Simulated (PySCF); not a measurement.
Sn(H)(Cl)(NH2)2 (ClH5N2Sn), SMILES [NH2][SnH]([NH2])[Cl].

Geometry optimised at PBE0-D3(BJ)/def2-SVP. The structure was generated by enumeration; whether it is a known compound was not checked. The def2 effective core potentials stand for the cores of Sn; spin–orbit coupling is left out. One conformer was computed; it need not be the lowest.

Level of theory: PBE0-D3(BJ)/def2-SVP in PySCF 2.14.0.

Frequencies are harmonic and unscaled.

```csv
mode,ν (cm⁻¹),IR (km/mol),Raman (Å⁴/amu),depolarisation,moving atoms (share of kinetic energy)
1,89,33.4,2.5,0.74,"H 51 %, N 28 %, Cl 16 %"
2,133,28.5,1.7,0.65,"H 57 %, N 28 %, Cl 9 %"
3,152,0.8,2.4,0.75,"H 45 %, N 40 %"
4,169,2.7,2.3,0.58,"H 53 %, N 24 %, Sn 14 %, Cl 9 %"
5,177,24.5,2.5,0.72,"N 46 %, H 37 %, Sn 9 %"
6,358,49.2,9.1,0.18,"Cl 77 %, Sn 22 %"
7,518,6.4,12.0,0.74,"H 79 %, N 20 %"
8,549,234.0,26.8,0.02,"N 61 %, H 35 %"
9,555,149.9,4.4,0.69,"H 65 %, N 29 %"
10,594,35.3,19.8,0.48,H 92 %
11,652,47.1,7.4,0.66,"H 50 %, N 41 %, Sn 9 %"
12,659,61.9,9.8,0.59,"H 55 %, N 39 %"
13,842,37.6,2.8,0.60,"H 91 %, N 9 %"
14,875,24.3,0.6,0.73,"H 88 %, N 11 %"
15,1535,15.4,4.3,0.73,"H 92 %, N 8 %"
16,1546,15.2,3.2,0.75,"H 92 %, N 8 %"
17,1978,118.9,201.0,0.20,H 99 %
18,3552,17.7,135.6,0.10,H 96 %
19,3555,19.9,128.1,0.11,H 96 %
20,3654,23.1,90.9,0.74,"H 92 %, N 8 %"
21,3655,22.1,59.6,0.75,"H 92 %, N 8 %"
```
